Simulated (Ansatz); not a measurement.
The molecule Sb₂, closed-shell singlet (the spin of the measured ground state). No spin–orbit coupling.

D_e counts from the fitted minimum to each atom's lowest state at the same level, without counterpoise. The singlet is restricted.

Correlated levels freeze the inner cores; with def2 sets outer-core shells near the valence are correlated too. CBS: X⁻³ extrapolation of the correlation energy, Hartree–Fock from the larger set.

Run with Ansatz (Gaussian orbitals). Each number belongs to the level named beside it. In def2 rows elements past Kr take small-core potentials, without spin–orbit coupling.

```json
[
 {"level": "SVWN5/def2-TZVPP", "bond energy D_e (kcal/mol)": "96.48"},
 {"level": "r2SCAN/def2-TZVPP", "bond energy D_e (kcal/mol)": "63.34"},
 {"level": "PBE0/def2-TZVPP", "bond energy D_e (kcal/mol)": "62.49"},
 {"level": "CAM-B3LYP/def2-TZVPP", "bond energy D_e (kcal/mol)": "61.44"},
 {"level": "wB97M-V/def2-TZVPP", "bond energy D_e (kcal/mol)": "57.65"},
 {"level": "B2PLYP/def2-TZVPP", "bond energy D_e (kcal/mol)": "70.35"},
 {"level": "CCSD/def2-TZVPP", "bond energy D_e (kcal/mol)": "50.40"},
 {"level": "CCSD(T)/def2-QZVPP", "bond energy D_e (kcal/mol)": "67.86"},
 {"level": "CCSD(T)/CBS(def2-TZVPP, def2-QZVPP)", "bond energy D_e (kcal/mol)": "___"}
]
```

### Question
Some entries are withheld; supply them.

### Answer

- CCSD(T)/CBS(def2-TZVPP, def2-QZVPP), bond energy D_e (kcal/mol): 72.19

Doubts at one or more of the structures used: a restricted determinant that unrestricted orbitals would lower (B2PLYP/def2-TZVPP, CCSD/def2-TZVPP, CCSD(T)/def2-QZVPP, CCSD(T)/CBS(def2-TZVPP, def2-QZVPP)).

Ansatz is a quantum-chemistry and plane-wave program.
